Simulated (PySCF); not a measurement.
C$_{2}$H$_{12}$B$_{2}$N$_{2}$: full NMR table

```yaml
Formula: C2H12B2N2
SMILES: CC[NH+]1[BH2-][NH2+][BH2-]1
Point_group_of_the_computed_structure: C1
Carbon_signals: 2
Proton_signals: 7
```

Structure with atom numbers: `[CH3:1][CH2:2][NH+:3]1[BH2-:4][NH2+:5][BH2-:6]1` (H(Xn): hydrogen on atom n). Ha(B4), Ha(N5), Ha(B6) are cis to C2 on the ring; Hb(B4), Hb(N5), Hb(B6) are trans to C2 on the ring.

Theoretical values (PySCF 2.14.0 with density-fitted response routines): PBE0-D3(BJ)/def2-SVP geometry, shieldings: GIAO PBE0/pcSseg-1, J: B3LYP/pcJ-1 (spin–dipole term only in couplings to heteroatoms). Single conformer, one averaged value for each set of equivalent atoms, no relativistic terms, no solvent model.

Shifts are taken against calculated references (same method and geometry level): TMS for ¹H (σref 31.27), ¹³C (σref 184.41); ¹¹B (σref 100.73) against BF3·OEt2; ¹⁵N (σref 265.67) against NH3.

```tsv
carbon	δC, type	δH (multiplicity, J in Hz)	HMBC from (abs. J ≥ 3 Hz)	span of the C tensor (ppm)
C1	15.7, CH3	1.00 (t, 8.0)	–	32
C2	50.6, CH2	2.51 (q, 8.0)	Hb(B4)/Hb(B6), Ha(B4)/Ha(B6), H(C1)	54
```

Other nuclei:
| atoms | nucleus | environment | δ (ppm) | σ (ppm) |
| --- | --- | --- | --- | --- |
| Hb(B4)/Hb(B6) | ¹H | hydrogen on a boron bonded to 2 N, in a 4-membered ring | 3.40 | 27.87 |
| Ha(B4)/Ha(B6) | ¹H | hydrogen on a boron bonded to 2 N, in a 4-membered ring | 3.13 | 28.13 |
| Ha(N5) | ¹H | hydrogen on a donor nitrogen of a Lewis adduct | 1.51 | 29.76 |
| Hb(N5) | ¹H | hydrogen on a donor nitrogen of a Lewis adduct | 1.45 | 29.82 |
| H(N3) | ¹H | hydrogen on a donor nitrogen of a Lewis adduct | 1.28 | 29.99 |
| B4/B6 | ¹¹B | boron bonded to 2 N, 2 H, in a 4-membered ring | -10.4 | 111.1 |
| N3 | ¹⁵N | donor nitrogen of a Lewis adduct | 44.1 | 221.5 |
| N5 | ¹⁵N | donor nitrogen of a Lewis adduct | 20.6 | 245.1 |

Selected couplings (Hz, signed; the shortest-range and largest first, 30 at most; isotopes ¹³C, ¹H, ¹¹B, ¹⁵N): ¹J(C2,H(C2)) 142.9, ¹J(C1,H(C1)) 132.6, ¹J(B4,Hb(B4)) 120.4, ¹J(B4,Ha(B4)) 120.3, ¹J(C1,C2) 38.3, ¹J(N3,B4) -8.5, ¹J(C2,N3) -7.7, ¹J(B4,N5) -7.6, ²J(Hb(B4),Ha(B4)) -7.1, ²J(N3,N5) 3.9, ²J(N3,Hb(B4)) -1.2, ²J(N5,Hb(B4)) -1.1, ³J(H(C1),H(C2)) 8.0, ³J(B4,H(C2)) 3.2, ³J(N3,H(C1)) -3.0, ³J(C1,B4) 2.8, ³J(C2,N5) -1.5.

δC 50.6: sp3 CH2 bonded to N; the inductive effect lowers its shielding. δC 15.7: methyl carbon; aliphatic region, no heteroatom directly attached. δH 2.51: hydrogen on an sp3 CH2 bonded to N; its carbon carries N, hence the downfield position. δH 1.51, 1.45, 1.28: hydrogen on a donor nitrogen of a Lewis adduct; exchangeable; this is the value without hydrogen bonding to other molecules. δH 1.00: hydrogen on a methyl carbon. The protons at 1.00 and 2.51 share a coupling of 8.0 Hz (vicinal). The protons at 3.40 and 3.13 share a coupling of 7.1 Hz (geminal).

OH and NH positions are those of a molecule without intermolecular hydrogen bonds; in solution they move with solvent, concentration and temperature, and exchange usually removes their couplings. Hydrogens on boron are broadened and split by ¹¹B (spin 3/2, 80 %) and 10B (spin 3). Multiplet labels drop couplings under 1 Hz and merge nearly equal ones. Couplings among chemically equivalent protons are left out too, so labels in AA′BB′ or AA′XX′ sets are apparent multiplicities. Unscaled 3J(H,H) at this level run about 10 % above measured values. Shifts are as computed. Against solution values, carbons near 30 ppm lie about +2 ppm off and those near 130 ppm about +5 ppm. Of 1211 compounds with measured shifts, 218 miss one by over three times the rms of a fit or turn the order of signals round; such compounds aren't used in these exercises. Couplings to exchangeable protons are dropped. Experimental scales use liquid or dissolved standards, which lie at an offset from isolated NH3 (liquid NH3: subtract about 20 ppm). Vicinal H,H couplings across rotating CH2–CH2 and CH–CH2 bonds are estimated from the computed gauche and anti values for equal rotamer populations, (2 J gauche + J anti)/3.
